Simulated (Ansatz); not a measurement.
Gas-phase reaction (SMILES): CCCCCO → CCCC[CH]O + H atom; the C-H bond at the site shown breaks (other sites are not compared here).

Each molecule is optimised on its own at B3LYP-D3(BJ)/def2-TZVP (Ansatz, a quantum-chemistry and plane-wave program), one conformer each, not searched for the lowest. Cores are frozen in the correlated levels unless marked. UHF or UKS for open shells. Spin-orbit coupling is left out. Non-relativistic. Basis-set limits of correlation are two-point, X^-3; Hartree-Fock from the larger set. The bracket is a focal-point correction in the basis named. Thermal terms are rigid-rotor harmonic-oscillator values from B3LYP-D3(BJ) frequencies (Ansatz) at 298.15 K and 1 atm. 1 Eh = 627.5095 kcal/mol. Atoms have translation alone.

```csv
species,"E, RI-MP2/CBS(cc-pVTZ,cc-pVQZ)+[CCSD(T)-MP2]/cc-pVTZ (Ansatz) (Eh)","E, PBE0-D4/def2-TZVPD (Ansatz + dftd4) (Eh)",H - E (Eh)
CCCCCO,-272.66002,-272.76697,0.17431
CCCC[CH]O,-271.99563,-272.11091,0.16062
H atom,-0.49995,-0.50104,0.00236
```

Question: Work out ΔE and ΔH at 298.15 K at the first level, then ΔH at the second.

Answer: 
1. ΔE = [(-271.99563) + (-0.49995)] - [(-272.66002)] = 0.16444 Eh = 103.2 kcal/mol at RI-MP2/CBS(cc-pVTZ,cc-pVQZ)+[CCSD(T)-MP2]/cc-pVTZ.
2. The terms H - E add up to -0.01133 Eh, so ΔH = (0.16444 + (-0.01133))×627.5095 = 96.1 kcal/mol.
3. At PBE0-D4/def2-TZVPD the same steps give ΔE = 97.3 and ΔH = 90.2 kcal/mol, a shift of -5.9 from the first level.
4. These values are not checked against measurement here, since the tables used lack a sound gas-phase enthalpy of formation for at least one species.
